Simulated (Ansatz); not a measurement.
System: C₇H₈N (charge 0, doublet). It need not be the lowest isomer of its formula. 
Structure (B3LYP-D3(BJ)/def2-TZVP (Ansatz, a first-principles code) minimum search):
```
N
C 1 1.3327
C 1 1.3327 2 120.30
C 2 1.4062 1 122.01 3 0.00
C 4 1.3654 2 115.54 1 0.00
C 5 1.3654 4 124.60 2 0.00
H 6 1.0818 5 123.67 4 -180.00
H 4 1.0818 5 123.67 6 180.00
C 3 1.5023 1 116.92 2 180.00
H 9 1.0892 3 111.69 1 -180.00
H 9 1.0914 10 108.89 3 -121.72
H 9 1.0914 10 108.89 11 -116.57
C 2 1.5023 1 116.92 3 180.00
H 13 1.0892 2 111.69 1 180.00
H 13 1.0914 14 108.89 2 -121.72
H 13 1.0914 14 108.89 15 -116.57
```
Charge 0, spin multiplicity 2.

Wanted: atomisation energy (electronic, to ground-state atoms), in kcal/mol. Cores are frozen in the correlated levels unless marked. Open shells are spin-unrestricted. No spin-orbit coupling. No relativistic terms. The coupled-cluster limit lacks core correlation, which all-electron functionals hold. CBS marks a two-point X^-3 extrapolation of the correlation energy; Hartree-Fock from the larger set. The bracket is a focal-point correction in the basis named.

The UHF reference is spin-contaminated (<S^2> 0.53 over the pure value in the largest basis). 

| level | program | atomisation energy (kcal/mol) |
|---|---|---|
| SVWN5/def2-TZVPD | Ansatz | 1993.9 |
| PBE-D3(BJ)/def2-TZVPD | Ansatz + dftd3 | 1786.8 |
| BLYP-D3(BJ)/def2-TZVPD | Ansatz + dftd3 | [?] |
| revPBE-D3(BJ)/def2-TZVPD | Ansatz + dftd3 | [?] |
| B3LYP/def2-TZVPD | Ansatz | 1710.0 |
| PBE0-D4/def2-TZVPD | Ansatz + dftd4 | 1748.9 |
| PBE0/def2-TZVP | Ansatz | 1740.4 |
| BHLYP-D3(BJ)/def2-TZVPD | Ansatz + dftd3 | 1669.3 |
| r2SCANh/def2-TZVPD | Ansatz | 1718.8 |
| LC-wPBE-D3(BJ)/def2-TZVPD | Ansatz + dftd3 | [?] |
| B2PLYP/def2-TZVPD | Ansatz | [?] |
| CCSD/6-31G* | Ansatz | 1557.8 |
| RI-MP2/CBS(cc-pVTZ,cc-pVQZ)+[CCSD(T)-MP2]/cc-pVTZ | Ansatz | 1709.8 |

**Question.** What belongs in the gaps?

**Answer.** 
- BLYP-D3(BJ)/def2-TZVPD, atomisation energy (kcal/mol): 1727.8
- revPBE-D3(BJ)/def2-TZVPD, atomisation energy (kcal/mol): 1734.4
- LC-wPBE-D3(BJ)/def2-TZVPD, atomisation energy (kcal/mol): 1733.5
- B2PLYP/def2-TZVPD, atomisation energy (kcal/mol): 1703.1
